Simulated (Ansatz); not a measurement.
C₄H₆BCl (`CC1=CB(Cl)C1`) at its PBE0-D4/def2-TZVP geometry, where that method's forces vanish. Total charge 0; spin multiplicity 1.

```xyz
12

C     1.4599   -0.4009   -0.8404
C     0.2939   -0.0477   -0.0013
C     0.1736    0.2591    1.3143
B    -1.3204    0.4396    1.0850
Cl   -2.6879    0.8869    2.0715
C    -1.1572    0.0644   -0.4568
H     2.3921   -0.4069   -0.2744
H     1.5486    0.3060   -1.6720
H     1.3078   -1.3867   -1.2926
H     0.9391    0.3145    2.0775
H    -1.6015   -0.8713   -0.8091
H    -1.3481    0.8430   -1.2016
```

Task: What forces (eV/Å) does B3LYP-D4/def2-TZVPP give on these atoms in Ansatz? (Estimate.)

Result: Ansatz gave: 
```
C1   0.129 -0.043 -0.104
C2   0.176 -0.025  0.020
C3   0.027  0.012  0.062
B4   0.012  0.006  0.047
Cl5 -0.150  0.049  0.109
C6  -0.161 -0.003 -0.116
H7  -0.032 -0.004 -0.036
H8   0.014 -0.032  0.029
H9   0.023  0.037  0.012
H10 -0.058 -0.003 -0.055
H11  0.017  0.051  0.005
H12  0.003 -0.047  0.027
```

B3LYP here is the variant with VWN-RPA as its local correlation; programs differ in this.
